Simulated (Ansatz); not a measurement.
Consider the redistribution: `[SiH3][B](Cl)[GaH2]` + `[NH2][AlH][SeH]` → `[SiH3]B(Cl)[SeH]` + `[NH2][AlH][GaH2]`.

Program: Ansatz. Geometries: PBE0-D4/def2-TZVP. ΔE: electronic, gas phase. CCSD(T)/CBS is the MP2 limit (def2-TZVPP, def2-QZVPP) plus CCSD(T) − MP2 in def2-TZVPP, frozen cores. For Ga, Se outer-core shells are correlated without core-valence functions, which leaves a few kJ/mol of doubt a bond. Scalar relativity is left out up to krypton. One conformer a species, not always the lowest.

| level | ΔE (kJ/mol) |
| --- | --- |
| HF/def2-TZVPP | 18.6 |
| SCS-MP2/def2-TZVPP | 6.5 |
| CCSD(T)/def2-TZVPP | 5.4 |
| CCSD/CBS(def2) | 11.5 |

(1) What does CCSD(T)/CBS give? (An estimate is asked.)

Largest T1 diagnostic among the species: 0.015.

## Answers

(1) The calculation gave: +8.8 kJ/mol. The listed levels differ from it by 9.8, -2.3, -3.4, 2.7 kJ/mol.

From PBE to PBE0 (25 % exact exchange), in def2-TZVPP and without D4, ΔE moves by +4.7 kJ/mol. In def2-TZVPP, CCSD(T) changes the Hartree–Fock value by −13.2 kJ/mol (the triples alone add −2.8 kJ/mol) and MP2 by −12.8 kJ/mol.

CCSD(T)/CBS has its own doubt, a few kJ/mol and more with outer-core shells, so smaller differences from it don't rank the levels.
